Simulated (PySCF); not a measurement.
Isomers of C6H13NSi, one conformer each; single-point electronic energies without zero-point terms and without any empirical dispersion term.

All values: PBE0/pcSseg-1 (PySCF, non-relativistic), each on one gas-phase PBE0-D3(BJ)/def2-SVP geometry that isn't relaxed in the solvent. The solvent is an IEF-PCM continuum (Bondi radii, 1.10 Å for H, scaled by 1.2). Only the electrostatic response of the medium enters.

```tsv
isomer	relative energy, gas (kcal/mol)	dipole (D)
`C=CCN1CCC[SiH2]1`	0.0	0.73
`C1C[SiH2]N(C2CC2)C1`	1.1	0.81
```

Problem. How do the relative energies look in cyclohexane (ε = 2.017)?

Solution. 
```
               isomer  relative energy, solvent (kcal/mol)  E(solvent) − E(gas) (kcal/mol)  dipole in solvent (D)
   `C=CCN1CCC[SiH2]1`                                  0.0                            -0.7                   0.80
`C1C[SiH2]N(C2CC2)C1`                                  1.3                            -0.6                   0.91
```

The order is unchanged. Conformers: `[CH2:1]=[CH:2][CH2:3][N:4]1[CH2:5][CH2:6][CH2:7][SiH2:8]1` with C1–C2–C3–N4 -124°, C2–C3–N4–C5 68°, C3–N4–C5–C6 -169°, N4–C5–C6–C7 -40°, C5–C6–C7–Si8 38°, C6–C7–Si8–N4 -22°; `[CH2:1]1[CH2:2][SiH2:3][N:4]([CH:5]2[CH2:6][CH2:7]2)[CH2:8]1` with Si3–N4–C5–C6 33°, C8–C1–C2–Si3 38°, C1–C2–Si3–N4 -23°, C2–Si3–N4–C5 -175°, N4–C5–C6–C7 109°. The gains span 0.1 kcal/mol, the gas-phase energies 1.1 kcal/mol.
